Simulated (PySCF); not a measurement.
CH₈FNSi₂, SMILES N[SiH2][SiH2]CF. Atoms are numbered in the order given.

```xyz
13

N     -1.3884     0.3088     1.3220
Si    -1.5210    -0.2926    -0.3044
Si     0.6029     0.0777    -1.2168
C      1.6946     0.5508     0.2772
F      1.5250    -0.4237     1.2708
H     -0.5867    -0.0075     1.8616
H     -2.2161     0.3813     1.9051
H     -2.5700     0.4942    -1.0198
H     -1.8977    -1.7371    -0.4574
H      0.6314     1.2171    -2.1847
H      1.1731    -1.1274    -1.8892
H      1.3767     1.5230     0.6914
H      2.7689     0.6126     0.0349
```
Charge 0, spin multiplicity 1.

Geometry: ωB97X-D3(BJ)/def2-SVP. This is a generated structure with no PubChem entry under its InChIKey; it may be hypothetical. The values are those of a single conformer.

Two levels are set side by side: PBE/pcSseg-1 (PySCF) and PBE0/pcSseg-1 (PySCF). GIAO shifts against CFCl3 (¹⁹F), NH3 (¹⁵N), TMS (²⁹Si), TMS (¹H), TMS (¹³C) at the same level; non-relativistic, no solvent, atoms listed together averaged. Differences are taken from unrounded values.

```json
[
 {"quantity": "δ(¹⁵N) of N1 (ppm)", "PBE0": "-0.8", "PBE": "3.2", "PBE minus PBE0": "4.0"},
 {"quantity": "δ(²⁹Si) of Si2 (ppm)", "PBE0": "-52.0", "PBE": "-53.7", "PBE minus PBE0": "-1.7"},
 {"quantity": "δ(²⁹Si) of Si3 (ppm)", "PBE0": "-72.0", "PBE": "-76.8", "PBE minus PBE0": "-4.8"},
 {"quantity": "δ(¹³C) of C4 (ppm)", "PBE0": "79.4", "PBE": "83.1", "PBE minus PBE0": "3.6"},
 {"quantity": "δ(¹⁹F) of F5 (ppm)", "PBE0": "-291.1", "PBE": "-307.7", "PBE minus PBE0": "-16.7"}
]
```

Rough cost on one machine, each run with all the roots and properties that it gave: PBE0 against PBE within a factor of 2.
